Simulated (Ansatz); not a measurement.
C₃H₉InS₃ (`C[S][In]([S]C)[S]C`), relaxed with RKS PBE0-D4/def2-TZVP in Ansatz 0.2.0 from a GFN2-xTB geometry. The force threshold is 0.005 eV/Å; the program also tests the step.

Total charge 0; spin multiplicity 1. In takes the def2 core potential.

Start:

```xyz
16

C    -3.056   -0.044    1.222
S    -2.299    0.829   -0.192
In    0.018    0.021    0.030
S     0.674   -1.356    1.964
C     2.428   -1.624    1.527
S     1.704    0.761   -1.599
C     0.617    1.634   -2.779
H    -2.350   -0.123    2.046
H    -3.912    0.553    1.524
H    -3.384   -1.030    0.904
H     2.500   -2.353    0.724
H     2.903   -2.011    2.424
H     2.895   -0.685    1.235
H     0.310    0.945   -3.561
H    -0.254    2.042   -2.267
H     1.207    2.440   -3.203
```

```
        step  energy (eV)  largest force (eV/Å)  largest move (Å)
           1  -40927.7927                 0.867             0.000
           2  -40927.9111                 0.511             0.155
           3  -40927.9520                 0.105             0.065
           4  -40927.9562                 0.038             0.056
           5  -40927.9617                 0.010             0.099
6 (rejected)  -40927.9504                 0.470             0.196
           7  -40927.9632                 0.033             0.046
           8  -40927.9652                 0.105             0.099
           9  -40927.9671                 0.051             0.036
          10  -40927.9675                 0.049             0.075
          11  -40927.9688                 0.031             0.025
          12  -40927.9692                 0.034             0.034
          13  -40927.9693                 0.029             0.019
          14  -40927.9694                 0.010             0.018
          15  -40927.9694                 0.003             0.009
          16  -40927.9694                 0.002             0.007
```

End:

```xyz
16

C    -3.015   -0.059    1.219
S    -2.249    0.720   -0.239
In    0.000    0.000    0.000
S     0.617   -1.378    1.831
C     2.396   -1.601    1.509
S     1.633    0.659   -1.592
C     0.619    1.660   -2.728
H    -2.576    0.307    2.145
H    -4.069    0.217    1.198
H    -2.938   -1.145    1.179
H     2.570   -2.096    0.555
H     2.776   -2.238    2.308
H     2.929   -0.652    1.535
H    -0.169    1.067   -3.189
H     0.184    2.521   -2.222
H     1.292    2.016   -3.508
```

It took 52 s on 2 threads of an AMD EPYC 7R13 on a shared host and a share of an NVIDIA H100 80 GB, with 0.99 GiB of host memory at the peak.
